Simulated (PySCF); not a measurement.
Species: C₄H₅F₂N₂Si (doublet state).
Geometry (GFN2-xTB, Å), atoms numbered from 1 in this order:
```
atom  x, y, z in Å
N1     3.4435    1.5841   -0.3188
C2     2.7672    0.6607   -0.2816
Si3    1.6840   -0.8596   -0.1893
C4     0.0273   -0.2778    0.5838
C5    -0.9128    0.2355   -0.4925
F6    -1.2601   -0.7932   -1.3379
F7    -0.2525    1.1118   -1.3106
C8    -2.0950    0.8896    0.1115
N9    -3.0860    0.3355    0.5858
H10    1.5024   -1.3860   -1.5363
H11    2.3178   -1.7825    0.7547
H12   -0.4800   -1.0972    1.0916
H13    0.1861    0.5195    1.3102
H14   -3.8424    0.8591    1.0072
```

The hyperfine couplings belong to this conformer and change with its torsions.

As a line formula: `[H]/N=[C]/C(F)(F)C[SiH2]C#N` [radical].

Method used: UKS B3LYP, pcH-1 on C F H N Si, non-relativistic, mean-field spin-orbit, GIAO (PySCF). Geometry: GFN2-xTB, one conformer, isolated molecule. The geometry wasn't refined by DFT: couplings that depend on bond lengths, twists or pyramidal angles can differ widely from those at the functional's own minimum. No stability test was run, so a lower SCF solution isn't excluded.

Principal values of hyperfine tensors in MHz (contact, dipolar and spin–orbit terms together), for some of the nuclei:

```
atom  isotope      A1      A2      A3
  C8      13C  181.12  187.82  351.87
 H14       1H  125.96  134.00  171.04
  C5      13C   85.26   85.86  120.20
  F7      19F   24.63   29.34   53.01
  N9      14N   -1.82    1.73   47.64
 H12       1H   -0.10    0.56    7.94
 Si3     29Si   -3.04   -1.78   -1.70
  C4      13C   -2.90   -2.24    1.39
```

Q: Split each tensor into its isotropic and traceless parts, and turn a_iso into mT with g = 2.0015.

A: a_iso is a third of the trace, T = A − a_iso, and a(mT) = a(MHz)/(g × 13.996). The tensors hold a spin–orbit part: the run splits a_iso into a_FC + a_SO, and T includes its anisotropic share.

| atom | a_iso (MHz) | a_FC | a_SO | a_iso (mT) | T1 | T2 | T3 |
| --- | --- | --- | --- | --- | --- | --- | --- |
| C8 | 240.27 | 240.52 | -0.25 | 8.577 | -59.15 | -52.44 | 111.60 |
| H14 | 143.67 | 143.69 | -0.02 | 5.128 | -17.70 | -9.67 | 27.37 |
| C5 | 97.11 | 97.12 | -0.02 | 3.466 | -11.85 | -11.25 | 23.10 |
| F7 | 35.66 | 35.67 | -0.01 | 1.273 | -11.03 | -6.32 | 17.35 |
| N9 | 15.85 | 15.92 | -0.07 | 0.566 | -17.67 | -14.12 | 31.79 |
| H12 | 2.80 | 2.80 | 0.00 | 0.100 | -2.90 | -2.24 | 5.14 |
| Si3 | -2.17 | -2.18 | 0.00 | -0.078 | -0.87 | 0.39 | 0.48 |
| C4 | -1.25 | -1.25 | 0.00 | -0.045 | -1.65 | -0.99 | 2.64 |

Q: What spin density at the nucleus of N9 lies behind its contact coupling (g_N = 0.40376)?

A: a_FC = (2μ0/3) gₑ μB g_N μN ρ(0)/(2S·h) = 800.24 MHz × g_N × ρ(0)/(2S), with ρ in bohr⁻³. With a_FC = 15.92 MHz and 2S = 1, ρ(0) = 0.04927 bohr⁻³.

Q: F6 (19F, g_N = 5.25774) isn't in the table. Its spin density at the nucleus is 0.01365 bohr⁻³. What is its contact coupling?

A: By the same relation, a_FC = 57.4 MHz. The spin–orbit term adds +0.24 MHz. Its full tensor has the principal values -0.91, 5.27, 168.61 MHz.

Q: Which nucleus of the table has the largest anisotropic coupling, and what is its form?

A: C8: -59.2, -52.4, 111.6 MHz (the dipolar term alone has -58.7, -52.7, 111.4), nearly axial, close to the ratio −1:−1:+2, the form that spin in one p orbital centred on that nucleus gives.

Q: What first-order splitting does C8 cause when the field lies along A1, A2 or A3 of its tensor (g taken as isotropic, no quadrupole term)?

A: 2 lines (I = 1/2), spaced by |A_i|/(g × 13.996): 6.47, 6.70, 12.56 mT along the axes of A1, A2 and A3.
